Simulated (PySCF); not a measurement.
B(F)(Me)(Et) (C3H8BF), SMILES CCB(C)F.

Geometry optimised at B3LYP-D3(BJ)/def2-SVP. The values are those of a single conformer.

Method: TDA-PBE/def2-SVPD in PySCF 2.14.0.

Vertical excitations. Gas-phase values at a fixed geometry.

```
state  energy (eV)  λ (nm)      f          main pairs
-----  -----------  ------  -----  ------------------
S1            6.09     204  0.000      HOMO→LUMO 99 %
S2            6.74     184  0.012   HOMO→LUMO+1 100 %
S3            7.46     166  0.066    HOMO−1→LUMO 96 %
S4            7.57     164  0.006    HOMO−2→LUMO 96 %
S5            7.61     163  0.029    HOMO→LUMO+2 98 %
S6            8.01     155  0.000  HOMO−1→LUMO+1 99 %
S7            8.03     154  0.000    HOMO−3→LUMO 99 %
S8            8.14     152  0.005    HOMO→LUMO+3 90 %
S9            8.22     151  0.025  HOMO−2→LUMO+1 90 %
S10           8.64     144  0.003    HOMO→LUMO+4 97 %
T1            5.58     222      0     HOMO→LUMO 100 %
T2            6.62     187      0   HOMO→LUMO+1 100 %
T3            7.05     176      0    HOMO−1→LUMO 99 %
T4            7.08     175      0    HOMO−2→LUMO 96 %
```
Triplets are in the Tamm–Dancoff approximation.
